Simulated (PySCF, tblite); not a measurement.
C₇H₁₁BS.
Numbering: `[CH:1]#[C:2][CH2:3][CH2:4]/[CH:5]=[CH:6]/[BH:7][S:8][CH3:9]` (hydrogens: H10 on C1; H11, H12 on C3; H13, H14 on C4; H15 on C5; H16 on C6; H17 on B7; H18, H19, H20 on C9)

Geometry (GFN2-xTB, Å), atoms numbered from 1 in this order:
```
atom  x, y, z in Å
C1     5.0938   -0.2565   -0.3019
C2     3.9124   -0.3510   -0.4647
C3     2.4789   -0.4456   -0.6483
C4     1.7384    0.3418    0.4364
C5     0.2494    0.3266    0.3233
C6    -0.4956   -0.2737   -0.6114
B7    -2.0343   -0.2322   -0.6673
S8    -2.9609    0.6091    0.5885
C9    -4.6873    0.3752    0.0347
H10    6.1312   -0.1822   -0.1679
H11    2.2250   -0.0488   -1.6355
H12    2.1850   -1.4986   -0.6103
H13    2.0731    1.3851    0.4175
H14    2.0137   -0.0514    1.4214
H15   -0.2535    0.8816    1.1081
H16    0.0169   -0.8251   -1.3920
H17   -2.6319   -0.7543   -1.5300
H18   -4.8715    0.9996   -0.8343
H19   -4.8563   -0.6689   -0.2062
H20   -5.3316    0.6801    0.8527
```

Jobs on this species (20 atoms, 74 electrons) with PySCF (density fitting) and tblite. Hardware of each: Arm Neoverse N1, one thread, on a shared host. Other jobs ran on the host; a repeat could differ by tens of per cent or more.

```json
{"level and settings": "PBE0/pcSseg-1", "work": "shieldings, charges and field gradients", "basis functions": "215", "SCF cycles": "?", "wall time": "?"}
{"level and settings": "GFN2-xTB", "work": "Hessian by finite differences", "basis functions": "–", "SCF cycles": "–", "wall time": "1.4 s"}
{"level and settings": "GFN2-xTB", "work": "L-BFGS relaxation", "basis functions": "–", "SCF cycles": "–", "wall time": "2.7 s"}
```

Task: Fill in the missing figures.

Result: 
- PBE0/pcSseg-1; shieldings, charges and field gradients: 75 s, 14 SCF cycles

Task: What do all jobs in the table cost together?

Result: About 79 s; the longest takes about 95 % of that, and about 54 times as long as the shortest.
